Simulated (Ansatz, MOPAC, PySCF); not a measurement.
Molecule: C$_{4}$H$_{10}$B, charge 0, multiplicity 2. SMILES: [CH2]B(C)CC
Geometry from a B3LYP-D3(BJ)/def2-TZVP (Ansatz, a quantum-chemistry and plane-wave program) optimisation:
```xyz
15

C     -1.6792    -1.2613    -0.1205
B     -0.5835    -0.1810    -0.1108
C     -0.8994     1.2790    -0.6005
C      0.8523    -0.5878     0.4045
C      1.9504     0.4769     0.4035
H     -1.5083    -2.2831     0.2090
H     -2.6948    -1.0735    -0.4574
H     -0.2322     1.5587    -1.4245
H     -0.6810     2.0049     0.1917
H     -1.9276     1.4363    -0.9296
H      1.1780    -1.4605    -0.1801
H      0.7312    -0.9973     1.4183
H      2.1321     0.8602    -0.6030
H      1.6773     1.3313     1.0267
H      2.8980     0.0866     0.7807
```
Charge 0, spin multiplicity 2.

Unscaled harmonic wavenumbers (cm⁻¹) in rising order, each level at the stationary point that it reaches from this structure (no distance between atoms moves by over 0.3 Å); the order of modes can differ between levels, and a negative number is imaginary. B3LYP-D3(BJ)/def2-TZVP (PySCF, at the structure above): 21, 76, 195, 211, 218, 312, 361, 424, 616, 669, 735, 824, 860, 860, 979, 994, 1049, 1174, 1201, 1263, 1335, 1337, 1416, 1428, 1460, 1463, 1471, 1503, 1508, 2972, 2985, 3004, 3026, 3042, 3080, 3081, 3090, 3103, 3181.

AM1 (MOPAC): -186, -18, 30, 219, 234, 323, 356, 451, 667, 735, 815, 885, 893, 897, 995, 1028, 1185, 1212, 1262, 1296, 1357, 1372, 1383, 1390, 1405, 1407, 1447, 1652, 1666, 3030, 3053, 3057, 3082, 3098, 3100, 3150, 3170, 3223, 3229. Zero-point energy 82.6 against 80.8 kcal/mol; where all levels lie over 400 cm⁻¹, the wavenumbers are on average 1.034 times those of B3LYP-D3(BJ)/def2-TZVP. This level finds the structure a saddle point. The zero-point energy leaves imaginary modes out.

PM7 (MOPAC): -234, 20, 49, 213, 222, 285, 307, 395, 666, 694, 773, 808, 845, 885, 982, 1033, 1134, 1173, 1186, 1188, 1232, 1256, 1287, 1306, 1307, 1318, 1318, 1329, 1409, 2638, 2654, 2669, 2672, 2679, 2703, 2717, 2747, 2757, 2778. Zero-point energy 73.8 against 80.8 kcal/mol; where all levels lie over 400 cm⁻¹, the wavenumbers are on average 0.943 times those of B3LYP-D3(BJ)/def2-TZVP. This level finds the structure a saddle point. The zero-point energy leaves imaginary modes out.

HF/6-31G* (Ansatz): -21, 70, 218, 241, 296, 327, 388, 443, 687, 692, 746, 878, 926, 927, 1047, 1089, 1122, 1248, 1268, 1391, 1471, 1492, 1564, 1588, 1605, 1611, 1617, 1648, 1653, 3148, 3167, 3173, 3197, 3217, 3250, 3254, 3256, 3287, 3362. Zero-point energy 86.6 against 80.8 kcal/mol; where all levels lie over 400 cm⁻¹, the wavenumbers are on average 1.075 times those of B3LYP-D3(BJ)/def2-TZVP. The zero-point energy leaves imaginary modes out.

B3LYP/6-31G* (Ansatz): 10, 75, 203, 216, 223, 307, 362, 419, 625, 664, 730, 823, 861, 863, 983, 1003, 1057, 1177, 1206, 1277, 1355, 1370, 1442, 1463, 1492, 1498, 1499, 1533, 1538, 2981, 3000, 3016, 3039, 3060, 3098, 3102, 3106, 3119, 3195. Zero-point energy 81.5 against 80.8 kcal/mol; where all levels lie over 400 cm⁻¹, the wavenumbers are on average 1.009 times those of B3LYP-D3(BJ)/def2-TZVP.
